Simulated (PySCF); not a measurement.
difluoro(prop-1-en-2-yl)borane (C3H5BF2), SMILES C=C(C)B(F)F. Atoms are numbered in the order given.

```xyz
11

C      1.4313     1.2190     0.0000
C      0.1676     0.7571     0.0000
C     -1.0342     1.6686     0.0000
B     -0.0567    -0.7815     0.0000
F     -1.2787    -1.2979     0.0000
F      0.9497    -1.6453     0.0000
H      1.6574     2.2917     0.0000
H      2.2861     0.5365     0.0000
H     -1.6714     1.4844    -0.8814
H     -1.6714     1.4844     0.8814
H     -0.7448     2.7305     0.0000
```

Geometry optimised at B3LYP-D3(BJ)/def2-SVP. The values are those of a single conformer.

Computed with CAM-B3LYP/def2-TZVP (PySCF).

Symmetry labels are those of the subgroup Cs that the program uses (full group Cs).

Problem. List the valence orbital energies around the gap with their symmetry. (An estimate is asked for; the answer gives what the named calculation found.)

Solution. 
```csv
orbital,symmetry,energy (eV)
HOMO−7,A',-14.12
HOMO−6,A",-13.91
HOMO−5,A',-13.76
HOMO−4,A",-13.28
HOMO−3,A',-13.19
HOMO−2,A',-12.08
HOMO−1,A',-11.06
HOMO,A",-9.33
LUMO,A",-0.18
LUMO+1,A',1.64
LUMO+2,A",2.63
LUMO+3,A',2.67
```
